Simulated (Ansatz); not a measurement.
Single points on trans-ZnCl2(NH3)4 (ZnN₄Cl₂H₁₂).

```yaml
crystal:
  periodic: [false, false, false]
  atoms:
    - {symbol: Cl, position_ang: [-0.328251, 0.135460, 2.377442]}
    - {symbol: Cl, position_ang: [0.337486, -0.127397, -2.377434]}
    - {symbol: N, position_ang: [2.210855, -0.031926, 0.093447]}
    - {symbol: N, position_ang: [-2.216265, 0.030818, -0.079729]}
    - {symbol: N, position_ang: [0.018322, 2.210026, 0.091780]}
    - {symbol: N, position_ang: [-0.018011, -2.212968, -0.106019]}
    - {symbol: Zn, position_ang: [-0.002705, -0.001613, -0.000987]}
    - {symbol: H, position_ang: [2.662072, 0.781235, 0.507251]}
    - {symbol: H, position_ang: [2.376577, -0.041369, -0.916838]}
    - {symbol: H, position_ang: [2.643982, -0.852084, 0.512754]}
    - {symbol: H, position_ang: [-2.677734, -0.791317, -0.463339]}
    - {symbol: H, position_ang: [-2.652632, 0.841403, -0.514050]}
    - {symbol: H, position_ang: [-2.366324, 0.065971, 0.932695]}
    - {symbol: H, position_ang: [0.885345, 2.670318, -0.177363]}
    - {symbol: H, position_ang: [-0.113564, 2.295494, 1.103376]}
    - {symbol: H, position_ang: [-0.733739, 2.696637, -0.391629]}
    - {symbol: H, position_ang: [-0.892406, -2.681022, 0.122848]}
    - {symbol: H, position_ang: [0.717608, -2.702399, 0.399385]}
    - {symbol: H, position_ang: [0.149385, -2.285256, -1.113600]}
basis:
  gaussian: {orbitals: def2-SVP, initial_orbitals: start.molden}
hamiltonian: {xc: pbe, dispersion: d4}
scf: {omitted_lower_state_checks: [starts]}
output: {orbitals: {seedname: orbitals}}
```

The file start.molden holds the orbitals of an earlier run on this structure, at another level or in another basis.

```sh
$ ansatz run in.yaml --threads 4 --pin off --events-out ev --progress --plain --max-ram 4787MiB
```

Output, abridged:

```
Functional definition: PBE
2132 factors; their error is unknown
mean field evaluation 1: about -79580.5809 eV, gradient 1.5e1 eV
mean field evaluation 2: about -79581.1364 eV, gradient 4.8e-1 eV
mean field evaluation 4: about -79581.0190 eV, gradient 2.6e-1 eV
mean field -79581.01909377 eV, -2924.5485097440 hartree, gradient 8.7e-5 eV, S^2 0.000000; 0 other end points of the search recorded, 0 dependent functions left out
reference -79581.01914683 eV, -2924.5485116937 hartree; 52, 52 occupied and 131, 131 virtual orbitals, 2132 factors
Total energy: -79581.54707915 eV, -2924.5679128487 hartree
Checks for a lower state left out: starts
```

Run time 2.7 s (4 threads of Arm Neoverse V2 on a shared host).

As the first input, with `gaussian: {orbitals: def2-TZVP, initial_orbitals: start.molden}`, `hamiltonian: {xc: pbe0, dispersion: d4}` (abridged; 13 s):

```
Functional definition: PBE0
mean field -79607.52526455 eV, -2925.5225935534 hartree, gradient 1.1e-5 eV, S^2 0.000000
Total energy: -79607.98501159 eV, -2925.5394889458 hartree
Checks for a lower state left out: starts
```

First input, but with `gaussian: {orbitals: def2-TZVP, initial_orbitals: start.molden}`, `hamiltonian: {xc: {name: B2PLYP}}`, `correlation: {frozen_orbitals: {Cl: 5, H: 0, "N": 1, Zn: 9}}` and without the key `output` (abridged; 17 s):

```
Functional definition: B2PLYP
mean field -79593.91405761 eV, -2925.0223909245 hartree, gradient 1.6e-6 eV, S^2 0.000000
23 core orbitals not correlated: weight in the atoms' cores, before any rotation towards them, 1.000 or more for the frozen orbitals, at most 0.000 for the correlated occupied ones
second order -55.83007524 eV of doubles, -0.00000000 eV of singles
Total energy: -79608.98838588 eV, -2925.5763622705 hartree
Checks for a lower state left out: starts
```

The first input with `gaussian: {orbitals: def2-TZVP, initial_orbitals: start.molden}`, `correlation: {method: mp2, frozen_orbitals: {Cl: 5, H: 0, "N": 1, Zn: 9}}` and without the key `hamiltonian` (abridged; 11 s):

```
Functional definition: HF
mean field -79508.75808024 eV, -2921.8929664769 hartree, gradient 6.8e-6 eV, S^2 0.000000
23 core orbitals not correlated: weight in the atoms' cores, before any rotation towards them, 1.000 or more for the frozen orbitals, at most 0.000 for the correlated occupied ones
second order -46.48592252 eV of doubles, -0.00000000 eV of singles
Total energy: -79555.24400276 eV, -2923.6012926203 hartree
Checks for a lower state left out: starts
```

The first input with `gaussian: {orbitals: def2-TZVP, initial_orbitals: start.molden}`, `hamiltonian: {xc: {name: LC-wPBE}}` (abridged; 7 s):

```
Functional definition: LC-wPBE
mean field -79613.54403277 eV, -2925.7437792060 hartree, gradient 1.3e-5 eV, S^2 0.000000
Total energy: -79613.54403278 eV, -2925.7437792063 hartree
Checks for a lower state left out: starts
```

First input, but with `hamiltonian: {xc: pbe0, dispersion: d4}` (abridged; 4.3 s):

```
Functional definition: PBE0
mean field -79584.93035329 eV, -2924.6922458802 hartree, gradient 7.3e-5 eV, S^2 0.000000
Total energy: -79585.39009982 eV, -2924.7091412536 hartree
Checks for a lower state left out: starts
```

First input, but with `gaussian: {orbitals: def2-TZVP, initial_orbitals: start.molden}`, `output: {forces: true, orbitals: {seedname: orbitals}}` (abridged; 6.5 s):

```
Functional definition: PBE
mean field -79604.22590769 eV, -2925.4013444252 hartree, gradient 1.4e-5 eV, S^2 0.000000
Total energy: -79604.75389303 eV, -2925.4207475286 hartree
Atom 0 force     0.027250    -0.046587     0.229113 eV/Å
Atom 1 force    -0.028620     0.045568    -0.229687 eV/Å
Atom 2 force     0.062398    -0.002907     0.045494 eV/Å
Atom 3 force    -0.062409     0.002660    -0.045864 eV/Å
Atom 4 force     0.004416     0.066368    -0.038595 eV/Å
Atom 5 force    -0.006072    -0.066582     0.038409 eV/Å
Atom 6 force    -0.000272    -0.000935    -0.000038 eV/Å
Atom 7 force     0.038675     0.120369     0.055623 eV/Å
Atom 8 force     0.064880     0.008093    -0.123193 eV/Å
Atom 9 force     0.029317    -0.119693     0.064901 eV/Å
Atom 10 force    -0.039537    -0.121467    -0.053221 eV/Å
Atom 11 force    -0.029303     0.118344    -0.067912 eV/Å
Atom 12 force    -0.063672    -0.004334     0.124199 eV/Å
Atom 13 force     0.126912     0.040260    -0.037069 eV/Å
Atom 14 force    -0.008043     0.054428     0.128249 eV/Å
Atom 15 force    -0.110874     0.036816    -0.075013 eV/Å
Atom 16 force    -0.128047    -0.040416     0.034293 eV/Å
Atom 17 force     0.108914    -0.036622     0.078439 eV/Å
Atom 18 force     0.014088    -0.053364    -0.128128 eV/Å
Dipole moment:    -0.004043    -0.003211    -0.000089 e Å
Checks for a lower state left out: starts
```

Geometry: PBE0-D4/def2-SVP.

LC-ωPBE has ω = 0.4 bohr⁻¹. Correlated methods freeze 23 core orbitals. Another isomer (singlet) lies 0.07 eV lower at PBE-D4/def2-SVP; other spin states weren't run for this one.
